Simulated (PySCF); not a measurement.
In(OH)2(SH) (H3InO2S), SMILES [OH][In]([OH])[SH]. The structure is a stationary point at B3LYP-D3(BJ)/def2-SVP. The def2 effective core potentials stand for the cores of In; spin–orbit coupling is left out. The values are those of a single conformer.

Computed equilibrium geometry at B3LYP-D3(BJ)/def2-SVP (PySCF confirms it by a frequency run) as Cartesian coordinates in Å, and its point group (one conformer of several):
point group Cs.
```xyz
7

In     0.0039     0.2557     0.0000
O      1.5847     1.4906     0.0000
H      2.4240     1.0089     0.0000
O     -1.7939     1.1361     0.0000
H     -1.7024     2.1004     0.0000
S      0.1244    -2.1497     0.0000
H     -1.2264    -2.2562     0.0000
```
